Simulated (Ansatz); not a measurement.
Gas-phase electronic energies from Ansatz, PBE0-D4/def2-TZVP geometries. CBS: MP2 limit from def2 TZ/QZ plus the TZ coupled-cluster correction, frozen cores. DFT in def2-TZVPP. B3LYP here is the variant with VWN-RPA as its local correlation; programs differ in this. Each species was taken in one conformer, which may not be the lowest.

`[SiH3]OB(Cl)O[SiH3]` + `OB(S)O[SiH3]` → `[SiH3]OB(S)O[SiH3]` + `OB(Cl)O[SiH3]`  (ligand exchange at the Si–O bond)

Question: Is it downhill or uphill in electronic energy at CCSD(T)/CBS, and by how much? (An estimate is asked.)

Answer: The calculation gave: Nearly level: ΔE = +0.6 kcal/mol.

Question: What do these levels give: PBE-D4, r2SCAN-D4, ωB97X-V, B2PLYP, B3LYP, HF/def2-TZVPP, CCSD/def2-TZVPP, CCSD(T)/def2-TZVPP, SCS-MP2/def2-QZVPP, HF/CBS(def2), MP2/CBS(def2), CCSD/CBS(def2)? (Best estimate.)

Answer: Ansatz gave: PBE-D4 0.7, r2SCAN-D4 0.8, ωB97X-V 0.2, B2PLYP 0.4, B3LYP 0.2, HF/def2-TZVPP -0.8, CCSD/def2-TZVPP 0.1, CCSD(T)/def2-TZVPP 0.4, SCS-MP2/def2-QZVPP 0.5, HF/CBS(def2) -0.8, MP2/CBS(def2) 0.9, CCSD/CBS(def2) 0.3 kcal/mol.

Largest T1 diagnostic among the species: 0.013.

In def2-TZVPP, CCSD(T) changes the Hartree–Fock value by +1.2 kcal/mol (the triples alone add +0.3 kcal/mol) and MP2 by +1.6 kcal/mol.
